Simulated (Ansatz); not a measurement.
**Energy profile**

The step: ZnHOF ([OH][Zn][F]) + H₂S → ZnH₂SO ([OH][Zn][SH]) + HF; bonds formed: F2–H4; dative contacts that become bonds: Zn1–S5; bonds broken: Zn1–F2, H4–S5 (atoms numbered as in the saddle structure below).

```xyz
7
angstrom
Zn -0.0929 -0.5439 -0.0455
F 0.4863 0.2473 1.6223
O -0.0799 -2.0652 -0.9826
H -0.0974 1.3041 1.0144
S -0.8420 1.7250 -0.2199
H 0.3545 -2.7917 -0.5309
H 0.2716 2.1243 -0.8578
```

Electronic energies by CCSD(T) at an estimated basis limit (MP2 extrapolated from triple and quadruple zeta, plus CCSD(T) − MP2 in triple zeta), on PBE0-D4/def2-TZVP structures; ZnH3SOF, singlet; no counterpoise correction. Program: Ansatz 0.2.0. Basis: def2-TZVPP and def2-QZVPP. Cores are frozen in the correlated methods. The 3s and 3p shells of Cu and Zn are frozen; filled d shells are correlated. Extrapolation: Hartree–Fock as exp(−7.88 √X), correlation as X^−2.97.

Task: Give the profile in kcal/mol, counted from the separated reactants. (Judge from chemistry; the value comes from the calculation.)

Result: The calculation gives:
```tsv
point	kcal/mol
separated: ZnHOF (linked as [OH][Zn][F]; Zn1, F2, O3, H6; singlet) + H2S (H4, S5, H7; singlet)	0.00
start structure	-10.78
saddle	-2.26
end structure	-13.99
separated: ZnH2SO (linked as [OH][Zn][SH]; Zn1, O3, S5, H6, H7; singlet) + HF (F2, H4; singlet)	-7.47
```
The saddle lies below the separated reactants: the barrier is submerged.

T1 diagnostic: at most 0.018.

Exchanges of this kind with a chalcogen hydride build sulfide and selenide films.

For scale, one of the runs: CCSD(T)/def2-TZVPP, 210 basis functions, launched by `ansatz run in.yaml --threads 4 --pin off --events-out ev --progress --plain --max-ram 9574MiB`. Hardware: 4 CPU threads of an Arm Neoverse V1, shared host. Wall time 90 s; peak host memory 2.9 GiB.
